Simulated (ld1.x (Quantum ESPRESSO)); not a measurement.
**Building the TM potential for praseodymium (Pr) (PBEsol, fully relativistic).**

ld1.x (Quantum ESPRESSO) 7.5 was run on this input:

```
&input
   title='Pr', zed=59., rel=2, dft='PBESOL', iswitch=3,
   config='[Xe] 4f2 5d1 6s2 6p0', rel_dist='average',
   nld=5, rlderiv=3.90, eminld=-2.0, emaxld=5.0, deld=0.02
 /
 &inputp
   pseudotype=2, tm=.true., lloc=0,
   nlcc=.true.,
   file_pseudopw='Pr.UPF', file_wfcaegen='ae.wfc', file_wfcncgen='nc.wfc', file_beta='beta', file_chi='chi'
 /
3
6P  2  1   0.00   0.00  3.20  3.20  0.0
5D  3  2   1.00   0.00  3.60  3.60  0.0
6S  1  0   2.00   0.00  3.40  3.40  0.0
 &test
   configts(1)='5d1 6s2 6p0'
 /
```

Command:

```bash
ld1.x < Pr.in > Pr.out
```

Output (shortened: banner, matrices, multipoles, cross overlaps and the repeated all-electron block are left out):

```
Program LD1 v.7.5
     --------------------------- All-electron run ----------------------------

     Pr
     dirac relativistic calculation

     atomic number is 59.00
     dft =PBESOL   lsd =0 sic =0 latt =0  beta=0.20 tr2=1.0E-14
     Exchange-correlation= PBESOL
                           (   1   4  10   8   0   0   0)
     mesh =1255 r(mesh) =  99.23220 a.u. xmin = -7.00 dx = 0.01250
     1 Ry =  13.60569312 eV, c = 137.03599908

     n l j   nl                  e(Ry)          e(Ha)          e(eV)
     Spin orbit split results
     1 0 0.5 1S 1( 2.00)     -3069.8129     -1534.9064    -41766.9318
     2 0 0.5 2S 1( 2.00)      -494.0680      -247.0340     -6722.1380
     2 1 0.5 2P 1( 2.00)      -466.9986      -233.4993     -6353.8400
     2 1 1.5 2P 1( 4.00)      -431.5817      -215.7908     -5871.9675
     3 0 0.5 3S 1( 2.00)      -107.0145       -53.5072     -1456.0063
     3 1 0.5 3P 1( 2.00)       -95.5026       -47.7513     -1299.3784
     3 1 1.5 3P 1( 4.00)       -88.4886       -44.2443     -1203.9485
     4 0 0.5 4S 1( 2.00)       -21.6528       -10.8264      -294.6009
     4 1 0.5 4P 1( 2.00)       -17.3410        -8.6705      -235.9357
     4 1 1.5 4P 1( 4.00)       -15.8184        -7.9092      -215.2207
     3 2 1.5 3D 1( 4.00)       -68.3889       -34.1945      -930.4786
     3 2 2.5 3D 1( 6.00)       -66.8772       -33.4386      -909.9103
     5 0 0.5 5S 1( 2.00)        -3.0968        -1.5484       -42.1340
     5 1 0.5 5P 1( 2.00)        -1.9157        -0.9579       -26.0644
     5 1 1.5 5P 1( 4.00)        -1.6946        -0.8473       -23.0562
     4 2 1.5 4D 1( 4.00)        -8.7314        -4.3657      -118.7963
     4 2 2.5 4D 1( 6.00)        -8.4626        -4.2313      -115.1402
     4 3 2.5 4F 1( 0.86)        -0.4757        -0.2378        -6.4718
     4 3 3.5 4F 1( 1.14)        -0.4469        -0.2234        -6.0802
     5 2 1.5 5D 1( 0.40)        -0.2311        -0.1156        -3.1444
     5 2 2.5 5D 1( 0.60)        -0.2153        -0.1076        -2.9291
     6 0 0.5 6S 1( 2.00)        -0.2816        -0.1408        -3.8320
     6 1 0.5 6P 1( 0.00)        -0.1081        -0.0540        -1.4703
     6 1 1.5 6P 1( 0.00)        -0.0935        -0.0468        -1.2728
     Averaged results
     1 0     1S 1( 2.00)     -3069.8129     -1534.9064    -41766.9318
     2 0     2S 1( 2.00)      -494.0680      -247.0340     -6722.1380
     2 1     2P 1( 6.00)      -443.3873      -221.6937     -6032.5917
     3 0     3S 1( 2.00)      -107.0145       -53.5072     -1456.0063
     3 1     3P 1( 6.00)       -90.8266       -45.4133     -1235.7585
     4 0     4S 1( 2.00)       -21.6528       -10.8264      -294.6009
     4 1     4P 1( 6.00)       -16.3259        -8.1630      -222.1257
     3 2     3D 1(10.00)       -67.4819       -33.7409      -918.1376
     5 0     5S 1( 2.00)        -3.0968        -1.5484       -42.1340
     5 1     5P 1( 6.00)        -1.7683        -0.8841       -24.0589
     4 2     4D 1(10.00)        -8.5701        -4.2851      -116.6026
     4 3     4F 1( 2.00)        -0.4592        -0.2296        -6.2480
     5 2     5D 1( 1.00)        -0.2216        -0.1108        -3.0153
     6 0     6S 1( 2.00)        -0.2816        -0.1408        -3.8320
     6 1     6P 1( 0.00)        -0.0984        -0.0492        -1.3386

     final scf error:  4.3E-15 reached in  29 iterations

     Etot =  -18478.263319 Ry,   -9239.131660 Ha, -251409.580169 eV

     Ekin =   19875.917605 Ry,    9937.958803 Ha,  270425.635473 eV
     Encl =  -45073.722881 Ry,  -22536.861440 Ha, -613259.241428 eV
     Eh   =    7145.279124 Ry,    3572.639562 Ha,   97216.475039 eV
     Exc  =    -425.737168 Ry,    -212.868584 Ha,   -5792.449254 eV

     normalization and overlap integrals

     s(1S/1S) =  1.000000  <r> =   0.0241  <r2> =    0.0008  r(max) =   0.0153
     s(2S/2S) =  1.000000  <r> =   0.1026  <r2> =    0.0125  r(max) =   0.0872
     s(2P/2P) =  1.000000  <r> =   0.0861  <r2> =    0.0091  r(max) =   0.0670
     s(2P/2P) =  1.000000  <r> =   0.0924  <r2> =    0.0104  r(max) =   0.0723
     s(3S/3S) =  1.000000  <r> =   0.2721  <r2> =    0.0848  r(max) =   0.2491
     s(3P/3P) =  1.000000  <r> =   0.2618  <r2> =    0.0797  r(max) =   0.2369
     s(3P/3P) =  1.000000  <r> =   0.2741  <r2> =    0.0871  r(max) =   0.2491
     s(4S/4S) =  1.000000  <r> =   0.6215  <r2> =    0.4360  r(max) =   0.5755
     s(4P/4P) =  1.000000  <r> =   0.6389  <r2> =    0.4644  r(max) =   0.5901
     s(4P/4P) =  1.000000  <r> =   0.6665  <r2> =    0.5052  r(max) =   0.6126
     s(3D/3D) =  1.000000  <r> =   0.2453  <r2> =    0.0710  r(max) =   0.1989
     s(3D/3D) =  1.000000  <r> =   0.2492  <r2> =    0.0731  r(max) =   0.2014
     s(5S/5S) =  1.000000  <r> =   1.4814  <r2> =    2.4666  r(max) =   1.3297
     s(5P/5P) =  1.000000  <r> =   1.6625  <r2> =    3.1340  r(max) =   1.4513
     s(5P/5P) =  1.000000  <r> =   1.7476  <r2> =    3.4659  r(max) =   1.5257
     s(4D/4D) =  1.000000  <r> =   0.7176  <r2> =    0.5974  r(max) =   0.6281
     s(4D/4D) =  1.000000  <r> =   0.7274  <r2> =    0.6137  r(max) =   0.6360
     s(4F/4F) =  1.000000  <r> =   1.0406  <r2> =    1.4327  r(max) =   0.6770
     s(4F/4F) =  1.000000  <r> =   1.0528  <r2> =    1.4709  r(max) =   0.6770
     s(5D/5D) =  1.000000  <r> =   2.8717  <r2> =    9.9974  r(max) =   2.0854
     s(5D/5D) =  1.000000  <r> =   2.9474  <r2> =   10.5485  r(max) =   2.1382
     s(6S/6S) =  1.000000  <r> =   4.2583  <r2> =   20.5250  r(max) =   3.6600
     s(6P/6P) =  1.000000  <r> =   5.5875  <r2> =   35.8406  r(max) =   4.6412
     s(6P/6P) =  1.000000  <r> =   5.8928  <r2> =   39.8975  r(max) =   4.8791

     ------------------------ End of All-electron run ------------------------

     --------------------- Generating NC pseudopotential ---------------------

      Generating local pot.: lloc=0, matching radius rcloc =   3.4000

      Computing core charge for nlcc:

       r > 2.61 : true rho core
       r < 2.61 : rho core = a sin(br)/r    a=   1.23  b=   1.04

      Integrated core pseudo-charge :   3.85

     Fully relativistic calculation: |psi|^2

     Wfc 6P LC norm =  0.99998514 SC norm =  0.00001470 missing  0.00000015

     Wfc 6P LC norm =  0.99998655 SC norm =  0.00001142 missing  0.00000203

     Wfc 5D LC norm =  0.99993698 SC norm =  0.00006301 missing  0.00000002

     Wfc 5D LC norm =  0.99994005 SC norm =  0.00005834 missing  0.00000160

      Wfc   6P  rcut= 3.230  Using Troullier-Martins method

      Wfc   6P  rcut= 3.230  Using Troullier-Martins method

      Wfc   5D  rcut= 3.570  Using Troullier-Martins method

      Wfc   5D  rcut= 3.570  Using Troullier-Martins method

     ------------------- End of pseudopotential generation -------------------

     Computing logarithmic derivative in   3.92055
     Computing logarithmic derivative in   3.92055
     Computing the partial wave expansion
       no projector for channel:   0
     R is outside the sphere for l=    1 j= 0.50
     R is outside the sphere for l=    1 j= 1.50
     R is outside the sphere for l=    2 j= 1.50
     R is outside the sphere for l=    2 j= 2.50

     ---------------------- Testing the pseudopotential ----------------------

     Pr
     dirac relativistic calculation

     atomic number is 59.00   valence charge is  3.00
     dft =PBESOL   lsd =0 sic =0 latt =0  beta=0.20 tr2=1.0E-14
     mesh =1255 r(mesh) =  99.23220 xmin = -7.00 dx = 0.01250

     n l  j  nl             e AE (Ry)       e PS (Ry)    De AE-PS (Ry)
     3 2 1.5 5D   1( 0.40)       -0.23111       -0.23111       -0.00000
     3 2 2.5 5D   1( 0.60)       -0.21529       -0.21529        0.00000
     1 0 0.5 6S   1( 2.00)       -0.28165       -0.28165        0.00000
     2 1 0.5 6P   1( 0.00)       -0.10806       -0.10806       -0.00000
     2 1 1.5 6P   1( 0.00)       -0.09355       -0.09355       -0.00000

     eps = 7.0E-16  iter = 12

     Etot =  -18478.263319 Ry,   -9239.131660 Ha, -251409.580169 eV
     Etotps =    -5.050386 Ry,      -2.525193 Ha,     -68.713998 eV

     Ekin =       1.846729 Ry,       0.923365 Ha,      25.126034 eV
     Encl =      -3.869086 Ry,      -1.934543 Ha,     -52.641591 eV
     Ehrt =       2.118433 Ry,       1.059216 Ha,      28.822745 eV
     Ecxc =      -3.573129 Ry,      -1.786564 Ha,     -48.614895 eV
     (Ecc =      -2.321325 Ry,      -1.160662 Ha,     -31.583231 eV)
     Epseu=      -1.573333 Ry,      -0.786667 Ha,     -21.406290 eV

     ---------------------- End of pseudopotential test ----------------------
```

Note: ghost states, extra bound levels that the all-electron valence spectrum of the same l lacks: p1/2 at -203.5 eV, p3/2 at -78.2 eV. A true bound ghost makes a file unfit for plane-wave use.

Generation and configuration tests took about 2.5 s on one core of a shared server CPU.
